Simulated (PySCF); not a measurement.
# Two-component Hartree-Fock for Sc⁻ (scandium, charge -1)

Start: [Ar] 3d2 4s2; 3d3/2 filled at m_j = +1/2, +3/2. Calculated with PySCF 2.14 in x2c-SVPall-2c with one added diffuse shell each of s, d type (6s5p4d1f, 48 functions): generalised Hartree-Fock with the X2C-1e Hamiltonian and a Gaussian nucleus; one run each with spin-orbit coupling (SO) switched off, then screened by Boettger's factors.

```
spinor shell  electrons  ε, spin-free (eV)  ε, screened SO (eV)  weight of nominal j (screened SO)  rms radius, screened SO (bohr)
       1s1/2          2            -4545.9              -4545.9                              1.000                          0.0845
       2s1/2          2            -533.01              -533.01                              1.000                           0.370
       2p1/2          2            -435.83              -438.99                              1.000                           0.338
       2p3/2          4            -435.83              -434.27                              1.000                           0.340
       3s1/2          2            -78.217              -78.217                              1.000                            1.14
       3p1/2          2            -50.085              -50.474                              0.995                            1.24
       3p3/2          4            -50.085              -49.891                              0.998                            1.24
       4s1/2          2             -7.462               -7.462                              1.000                            3.65
       3d3/2          2              0.762                0.762                              0.699                            10.5
```

```json
{"quantity": "E (hartree)", "spin-free": "-762.92477", "screened SO": "-762.92698"}
{"quantity": "M_J", "spin-free": "2", "screened SO": "2"}
{"quantity": "⟨J²⟩", "spin-free": "8.004", "screened SO": "8.010"}
{"quantity": "⟨L²⟩", "spin-free": "12.004", "screened SO": "12.004"}
{"quantity": "⟨S²⟩", "spin-free": "2.000", "screened SO": "2.000"}
```

The configuration of this anion was assumed by filling the next shell in order. It is not the known or likely ground configuration (Ca⁻, Sr⁻ and Ba⁻, for instance, bind a p electron), so these values are not the electron affinity of the element. At GHF the highest occupied level has a positive energy, so only the finite basis holds that electron. The determinant has a definite M_J but mixes levels of different J.

The basis lacks diffuse functions for the outer shell of this anion, so its levels lie too high.

Rows whose weight is well below 1 are mixtures of j = l ± 1/2: exchange outweighs spin-orbit coupling there, and the label is only the starting occupation.

Without spin-orbit coupling the j labels of p, d and f shells carry no meaning; the spin-free column gives the mean over the occupied spinors of each nl shell, and its ⟨J²⟩ belongs to a mixture of degenerate components.
